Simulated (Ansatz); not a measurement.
`[NH2][W](=[O])(=[O])[Cl]` + H₂O → `[NH2][W](=[O])(=[O])[OH]` + HCl at 400 K and 1 bar (formal hydrolysis of a W–Cl bond).

Computed with Ansatz on PBE0-D4/def2-TZVP structures; ΔE is electronic, products minus reactants. CCSD(T)/CBS is the MP2 limit (def2-TZVPP, def2-QZVPP) plus CCSD(T) − MP2 in def2-TZVPP, frozen cores. This one scheme is used for every species. Elements past krypton have def2 core potentials. For W outer-core shells are correlated without core-valence functions, which leaves a few kJ/mol of doubt a bond. Each species was taken in one conformer, which may not be the lowest.

| species | CCSD(T)/CBS energy (Eh) | H − E (kJ/mol) | S (J/(mol·K)) |
| --- | --- | --- | --- |
| `[NH2][W](=[O])(=[O])[Cl]` | -733.17837 | 118.5 | 379.6 |
| H₂O | -76.37941 | 69.8 | 198.6 |
| `[NH2][W](=[O])(=[O])[OH]` | -349.16250 | 151.0 | 382.5 |
| HCl | -460.38127 | 29.6 | 195.4 |

H − E and S are ideal-gas, rigid-rotor, harmonic terms from PBE0-D4/def2-TZVP, for one conformer and one mirror image of each species. 1 Eh = 2625.50 kJ/mol, R = 8.31446 J/(mol·K).

Question: By hand: ΔE, ΔH, ΔS and ΔG.

Answer: ΔE = (-349.16250) + (-460.38127) − (-733.17837) − (-76.37941) = 0.01401 Eh = 36.8 kJ/mol. Δ(H − E) = 151.0 + 29.6 − 118.5 − 69.8 = -7.7, so ΔH = 29.1 kJ/mol. ΔS = 382.5 + 195.4 − 379.6 − 198.6 = -0.3 J/(mol·K). ΔG = 29.1 − 400 × (-0.3)/1000 = 29.2 kJ/mol.

Question: By hand: the equilibrium constant, and the temperature at which ΔG would vanish if ΔH and ΔS stayed fixed.

Answer: log₁₀ K = −ΔG/(RT ln 10) = -3.8. ΔH and −TΔS have one sign here, so there is no such temperature. One of them is within its doubt of zero, so this could turn.

The number of gas molecules stays the same, so ΔS is small and ΔH decides. A doubt of 5 kJ/mol in ΔE shifts log₁₀ K by 0.7 here. Other conformers and mirror images would add mixing entropy, several J/(mol·K) or more a flexible species. These are equilibria of isolated gas molecules and say nothing of rates. Largest T1 diagnostic: 0.022 (customary marks: 0.02 for closed shells, 0.045 for open ones).
